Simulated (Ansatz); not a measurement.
A nudged elastic band was laid between two geometries of a periodic cell of 13 atoms, GaOs₁₂ (surface Os(0001), adsorbate Ga).

All numbers below come from Ansatz 0.2.0, DFT PBE-D3(BJ), scalar-relativistic, plane waves, PAW. Settings: cutoff 420 eV, k mesh 4x4x1, fermi-dirac smearing 0.1 eV, no spin polarisation.

| Item | Value |
| --- | --- |
| movable images | 5 |
| climbing image | yes |
| spring | 5.0 eV/Å² |
| optimiser | quadratic models (default) |
| start path | IDPP |
| force threshold | 0.03 eV/Å |
| iteration limit | 77 |
| end points | relaxed |
| atoms held | 1 to 4 |

First end point:

```xyz
13
Lattice="5.4800 0.0000 0.0000 2.7400 4.7458 0.0000 0.0000 0.0000 16.3265" Properties=species:S:1:pos:R:3
Os 0.000 0.000 1.000
Os 2.740 0.000 1.000
Os 1.370 2.373 1.000
Os 4.110 2.373 1.000
Os 0.004 1.585 3.089
Os 2.736 1.584 3.089
Os 1.370 3.950 3.089
Os 4.110 3.955 3.092
Os -0.052 0.030 5.201
Os 2.791 0.030 5.201
Os 1.370 2.373 5.179
Os 4.110 2.314 5.201
Ga 4.111 3.954 7.218
```

Last end point:

Only the atoms that move by more than 0.05 Å are listed.
```
Os9 -0.043 -0.025 5.205
Os10 2.783 -0.025 5.205
Os11 1.370 2.423 5.205
Os12 4.110 2.373 5.181
Ga13 4.110 5.537 7.245
```

Task: Which bonds break or form, and what moves?

Result: The atom that moves furthest is Ga13, by 1.58 Å; four of its nearest neighbours are Os12 2.60, Os10 2.60, Os9 2.60, Os11 3.76 Å at the first end and Os11 2.61, Os9 2.61, Os10 2.61, Os12 3.78 Å at the last.

Task: Give the energies along the band, and the barrier.

Result: The run converged. The highest image is number 3 of 0 to 6, 0.090 eV above the first end and 0.055 eV above the last; the last end lies 0.034 eV above the first. By the program's own check the climbing image is a first-order saddle point (lowest curvatures found: -0.38 and 1.66 eV/Å²). Limits of this set-up: coarse k mesh, thin slab, slab without dipole correction, a typed lattice constant that wasn't relaxed here.

```tsv
image	path coordinate (Å)	energy (eV)	Os12–Ga13 (Å)	Os11–Ga13 (Å)
0	0.00	0.000	2.60	3.76
1	0.32	0.040	2.82	3.52
2	0.65	0.081	3.11	3.32
3	0.97	0.090	3.35	3.08
4	1.19	0.078	3.48	2.90
5	1.40	0.050	3.63	2.74
6	1.61	0.034	3.78	2.61
```

Task: What is the geometry of the highest image?

Result: 
```xyz
13
Lattice="5.4800 0.0000 0.0000 2.7400 4.7458 0.0000 0.0000 0.0000 16.3265" Properties=species:S:1:pos:R:3:forces:R:3
Os 0.000 0.000 1.000 0.07 -0.02 0.06
Os 2.740 0.000 1.000 -0.07 -0.02 0.06
Os 1.370 2.373 1.000 0.00 0.01 -0.06
Os 4.110 2.373 1.000 0.00 0.03 -0.07
Os 0.006 1.581 3.088 0.00 0.00 0.00
Os 2.734 1.581 3.088 0.00 0.00 0.00
Os 1.370 3.945 3.085 0.00 0.00 0.00
Os 4.110 3.949 3.092 0.00 0.00 0.00
Os -0.056 -0.001 5.205 0.00 0.00 0.00
Os 2.796 -0.001 5.206 0.00 0.01 0.00
Os 1.369 2.381 5.194 0.01 0.00 0.00
Os 4.111 2.344 5.183 0.00 0.00 0.00
Ga 4.109 4.910 7.333 0.00 0.00 0.01
```

Run time: 6.2 min on 4 threads of Intel(R) Xeon(R) 6975P-C (Granite Rapids), with other jobs on the host, peak memory 3.8 GiB.
